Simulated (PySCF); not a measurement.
AuClH3N, SMILES [NH3]->[Au][Cl], multiplicity 1. The structure is a stationary point at PBE-D3(BJ)/def2-TZVP. The multiplicity is an assumed one; other spin states were not compared. The def2 effective core potentials stand for the cores of Au; spin–orbit coupling is left out.

Computed with PBE-D3(BJ)/def2-TZVP (PySCF 2.14.0).

Harmonic wavenumbers (cm⁻¹): 130, 130, 367, 438, 671, 671, 1201, 1607, 1607, 3376, 3477, 3477. Rotational constants (GHz): 182.7, 2.005, 2.005; symmetry number 3.

Problem. Work out the zero-point energy and the ideal-gas rigid-rotor harmonic-oscillator thermochemistry at 298.15 K and 1 atm.

Solution. ZPE = ½ Σ hcν = ½ × 17152 cm⁻¹ = 24.52 kcal/mol. H − E(el) = 28.30 kcal/mol. Entropy in cal/(mol K): translation 42.44, rotation 21.41, vibration 8.55, total 72.41. G − E(el) = 6.71 kcal/mol. Cp = 16.80 cal/(mol K). Modes under 150 cm⁻¹ make the vibrational entropy uncertain.
